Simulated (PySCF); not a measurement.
Species: BiH2(iPr), C3H9Bi.
Bonds: Bi1–C4, C4–C5, C4–C6. Hydrogens: H2, H3 on Bi1; H7 on C4; H8, H9, H10 on C5; H11, H12, H13 on C6.

Method: PBE0-D3(BJ)/def2-SVP geometry optimisation, gas phase, def2 core potentials past Kr in PySCF; density fitting, grid level 1; the optimiser is geomeTRIC in internal coordinates, started from a GFN2-xTB structure with every atom displaced at random (about 0.03 Å).

Step 0: E = -9091.0076 eV
```
atom  x, y, z in Å  |  force x, y, z in eV/Å
Bi1     1.0365    1.6422    0.9465   -1.121   1.145   0.065
H2      2.4069    1.6643   -0.1009    0.914   0.010  -0.569
H3      0.2222    2.9263   -0.1883    0.418  -0.570   0.688
C4      0.1097    0.0063   -0.2666   -3.886  -0.482   0.620
C5     -1.4938   -0.0712   -0.0166    2.682   2.052   3.022
C6      0.6658   -1.3074    0.0836    1.455  -0.591  -0.411
H7      0.2073    0.2185   -1.3061    0.463   0.428  -1.205
H8     -1.9117    0.9077   -0.2675   -0.435   0.034  -0.163
H9     -1.6893   -0.2327    1.1260    0.237   0.179  -1.781
H10    -1.9628   -0.8522   -0.5384   -0.718  -1.411  -1.139
H11     0.2015   -2.1491   -0.4480    0.013  -0.022  -0.381
H12     1.7568   -1.2872   -0.1240   -0.190  -0.534   0.221
H13     0.4816   -1.5178    1.1223    0.167  -0.238   1.033
```

**Question.** Estimate the geometry and energy of step 1. (The exact step hangs on the optimiser's Hessian estimate; all steps are aligned on step 0, rigid shifts and turns removed.)

**Answer.** E = -9091.5068 eV, largest force 0.893 eV/Å
```
atom  x, y, z in Å  |  force x, y, z in eV/Å
Bi1     0.9858    1.7197    0.9304    0.644  -0.541  -0.022
H2      2.4685    1.7415   -0.1533   -0.313  -0.003   0.283
H3      0.2406    2.9357   -0.0873   -0.298   0.428  -0.368
C4      0.0359   -0.0151   -0.2629   -0.782  -0.235  -0.064
C5     -1.4836   -0.0301   -0.0050    0.794   0.216   0.346
C6      0.6790   -1.3471    0.1015    0.092   0.095   0.055
H7      0.1645    0.2040   -1.3341    0.342   0.065   0.051
H8     -1.9492    0.9265   -0.2865   -0.096  -0.100  -0.152
H9     -1.6823   -0.1781    1.0684   -0.140  -0.106   0.047
H10    -1.9495   -0.8611   -0.5547   -0.166   0.008  -0.076
H11     0.2184   -2.1804   -0.4582   -0.026   0.041  -0.085
H12     1.7623   -1.3764   -0.1057   -0.069   0.054  -0.012
H13     0.5402   -1.5911    1.1696    0.020   0.079  -0.003
```

The energy changes by -0.4992 eV. The first-order estimate −F·Δx gives -1.0789 eV and the mean of the old and new forces, exact on a quadratic surface, -0.4898 eV. The step makes an angle of 58° with the force vector and moves no atom by more than 0.112 Å.

What follows is the cost of the whole optimisation. Hardware: an Arm Neoverse V1 with one thread, no GPU, shared host. Cost: 36 s wall, 0.46 GiB resident at most.
